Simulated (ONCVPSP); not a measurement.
# lithium: excitation energies, all-electron against ONCV

Li (Z = 3), optimised norm-conserving Vanderbilt (ONCV), made with ONCVPSP 4.0.1 (PBE, scalar-relativistic). Core none, reference 1s2 2p1. Waves: 1s: rc 0.60 bohr, ncon 3, nbas 7, qcut 25.7 1/bohr, 2 projectors, debl 2.1 Ha; 2p: rc 4.00 bohr, ncon 5, nbas 9, qcut 1.9 1/bohr, 2 projectors, debl 0.6 Ha; d scattering state at 0.02 Ha: rc 3.05 bohr, ncon 4, nbas 7, qcut 3.5 1/bohr, 2 projectors, debl 2.7 Ha. Local part: polynomial inside 0.55 bohr (lpopt 5, dvloc0 2 Ha). Core correction: none.

Energies are relative to the spin-unpolarised reference configuration 1s2 2p1; without spin polarisation the order of configurations can differ from experiment.

| valence configuration | charge | ΔE all-electron (eV) | error AE − PS (meV) |
| --- | --- | --- | --- |
| 1s2 2p0 | +1 | 3.509 | +28 |
| 1s2 2s0.5 2p0 | +0.5 | 0.262 | +0.2 |

Problem. What are ΔE and the potential's error for 1s2 2s1 2p0?

Solution. ΔE = -1.787 eV all-electron; the error (AE − PS) is -17 meV.

Problem. What are ΔE and the potential's error for 1s1 2s1 2p0?

Solution. ΔE = 66.620 eV all-electron; the error (AE − PS) is +153 meV.

Note: ghosts flagged at negative energy: p at -26.1 eV; no localised positive-energy state flagged. A true bound ghost makes a file unfit for plane-wave use.
